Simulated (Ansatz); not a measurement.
Computed with Ansatz on PBE0-D4/def2-TZVP structures; ΔE is electronic, products minus reactants. CBS: MP2 limit from def2 TZ/QZ plus the TZ coupled-cluster correction, frozen cores. This one scheme is used for every species. Functionals use def2-TZVPP. B3LYP here is the variant with VWN-RPA as its local correlation; programs differ in this. For Br outer-core shells are correlated without core-valence functions, which leaves a few kJ/mol of doubt a bond. Scalar relativity is left out up to krypton. One conformer a species, not always the lowest.

Reaction (hydrogenolysis of the Al–Br bond): `C[NH][Al]([F])[Br]` + H₂ → `C[NH][AlH][F]` + HBr

Problem. Is it downhill or uphill in electronic energy at CCSD(T)/CBS, and by how much? (An estimate is asked.)

Solution. The calculation gave: Uphill: ΔE = +142.2 kJ/mol.

Problem. What do these levels give: BLYP-D4, r2SCAN-D4, ωB97M-V, PBE-QIDH, PBE, PBE0, B3LYP, BHLYP, LC-ωPBE, HF/def2-TZVPP, MP2/def2-TZVPP, HF/CBS(def2)? (Estimate.)

Solution. The calculation gave: BLYP-D4 134.0, r2SCAN-D4 145.4, ωB97M-V 137.6, PBE-QIDH 141.9, PBE 130.6, PBE0 134.1, B3LYP 129.3, BHLYP 133.1, LC-ωPBE 133.3, HF/def2-TZVPP 133.7, MP2/def2-TZVPP 147.2, HF/CBS(def2) 132.7 kJ/mol.

Problem. What do rigid-rotor, harmonic-oscillator terms from PBE0-D4/def2-TZVP frequencies (298.15 K, 1 bar) make of the CCSD(T)/CBS value? (An estimate is asked.)

Solution. The calculation gave: ΔZPE = +3.5 kJ/mol, ΔH = +142.5 kJ/mol, ΔS = 21 J/(mol·K), ΔG = +136.2 kJ/mol.

Largest T1 diagnostic among the species: 0.012.

From PBE to PBE0 (25 % exact exchange), in def2-TZVPP and without D4, ΔE moves by +3.6 kJ/mol. At CCSD(T), def2-SVP lies −14.1 kJ/mol from the extrapolated value and def2-TZVPP −5.0 kJ/mol.
